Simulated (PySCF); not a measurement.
Electron correlation in Sn (tin, neutral)

[Kr] 4d10 5s1 5p3, high-spin 5S determinant (an excited configuration). All numbers are calculated (PySCF 2.14, scalar relativity by spin-free X2C-1e, in x2c-QZVPPall). Frozen: [Kr] 4d10; 4 electrons correlated.

| level | correlation energy (mhartree) |
| --- | --- |
| CCSD | -21.67 |
| (T) | -0.37 |
| CCSD(T) | -22.04 |

Diagnostics: T1 = 0.0026, D1 = 0.0057, largest double amplitude 0.051.

Is a single reference adequate?

Yes, within this model without spin-orbit coupling: T1 lies below 0.03 and no double amplitude reaches 0.07.
